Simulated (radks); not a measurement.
All-electron atom: Mn+ in [Ar] 3d5 4s1. All-electron calculation, Dirac Kohn-Sham, PBE, spin-unpolarised, spherical densities, point nucleus; open shells are shared between the two j in proportion to 2j + 1; speed of light set to 205.554 atomic units (1.5 times the physical value, a model run). Program: a radial shooting solver on a logarithmic mesh with Libxc functionals.

Spin-orbit splittings of the eigenvalues, e(l+1/2) - e(l-1/2), with zeta = 2 splitting/(2l+1) and mean radii in bohr:

shell  occ.  splitting (eV)  zeta (eV)  <r> j=l-1/2  <r> j=l+1/2
2p        6           4.589      3.059       0.2468       0.2481
3p        6          0.5568     0.3712       0.9037       0.9077
3d        5               ?          ?        1.181        1.184

Estimate the 3d splitting.

Answer. 0.05383 eV (zeta = 0.02153 eV).
